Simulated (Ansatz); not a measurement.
Geometry optimisation, RKS PBE-D4/def2-SVP (Ansatz).

The input (input.yaml):

```yaml
crystal:
  periodic: [false, false, false]
  atoms:
    - { symbol: Ti, position_ang: [0.450888, 0.154175, -0.379831] }
    - { symbol: O, position_ang: [-0.857082, -0.140311, 2.435906] }
    - { symbol: H, position_ang: [-1.468245, 0.592817, 2.228484] }
    - { symbol: O, position_ang: [1.658973, 0.081238, -1.70857] }
    - { symbol: H, position_ang: [2.17932, -0.709087, -1.942231] }
    - { symbol: O, position_ang: [-0.889576, 1.300954, -0.731636] }
    - { symbol: H, position_ang: [-1.859108, 1.236885, -0.730376] }
    - { symbol: O, position_ang: [-0.082398, -1.439952, 0.19329] }
    - { symbol: H, position_ang: [-0.567904, -1.299486, 1.058176] }
    - { symbol: H, position_ang: [1.248427, 0.795387, 0.992163] }
    - { symbol: H, position_ang: [0.034403, 0.286479, 2.302825] }
basis:
  gaussian: { orbitals: def2-SVP }
hamiltonian:
  xc: pbe
  dispersion: d4
relax:
  f_tol: 0.03
  max_steps: 50
```

Run as:

```bash
$ ansatz run input.yaml --threads 4 --pin off --max-ram 5120MiB --backend cpu --events-out ev --progress --plain --runs-dir out
```

Problem. Where does it end, and by what steps?

Solution. The run converged. After 29 steps the energy has fallen by 0.221 eV; H7 moved furthest, 0.76 Å. Joined: Ti1–O2 (3.12 → 2.41 Å).

```csv
step,energy less start (eV),largest force component (eV/Å),accepted
0,0.0000,0.317,yes
2,0.0032,0.831,no
4,-0.0149,0.147,yes
6,-0.0411,0.436,yes
8,-0.0480,0.436,no
10,-0.0851,0.220,yes
12,-0.0892,0.246,no
14,-0.0945,0.050,yes
16,-0.0964,0.270,yes
18,-0.1006,0.711,yes
20,-0.1429,0.395,yes
22,-0.1600,1.601,no
24,-0.2072,0.335,yes
26,-0.2175,0.273,yes
28,-0.2207,0.034,yes
29,-0.2209,0.010,yes
```

```xyz
11
Properties=species:S:1:pos:R:3
Ti 0.303 -0.002 -0.041
O -0.793 0.096 2.100
H -1.353 0.793 1.684
O 1.223 0.150 -1.562
H 1.828 -0.445 -2.037
O -1.169 1.095 -0.217
H -1.282 1.645 -1.013
O 0.139 -1.767 0.284
H -0.470 -2.016 1.006
H 1.455 0.713 1.048
H -0.033 0.596 2.468
```

Whether the end is a true minimum wasn't checked by a vibrational analysis.

Run time: 45 s on 4 threads of Intel(R) Xeon(R) Platinum 8488C (Sapphire Rapids) (shared host), peak memory 0.2 GiB.
